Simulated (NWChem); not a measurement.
CH₄BeS; SMILES [BeH][S]C

```xyz
7

Be    -0.6888    -1.6277     0.0003
H     -1.5742    -2.6352    -0.0003
S      0.5962    -0.2064     0.0000
C     -0.5122     1.2769     0.0004
H     -1.2148     1.2674    -0.8536
H      0.1489     2.1580    -0.1001
H     -1.0713     1.3618     0.9508
```
Atoms are numbered in this order, from 1.

Geometry: optimised at PBE-D3(BJ)/def2-SVP.

Question: List the 6 lowest vertical singlet excitations from CAM-B3LYP/6-31G* (spherical d), TDA (NWChem).

Answer: 
```tsv
state	energy (eV)	oscillator strength	leading excitation (squared amplitude)
S1	4.73	0.000	HOMO → LUMO (0.98)
S2	5.93	0.013	HOMO−1 → LUMO (0.68)
S3	6.42	0.125	HOMO → LUMO+1 (0.64)
S4	6.80	0.001	HOMO−1 → LUMO+1 (0.86)
S5	7.14	0.021	HOMO → LUMO+2 (0.91)
S6	7.47	0.000	HOMO → LUMO+3 (0.93)
```
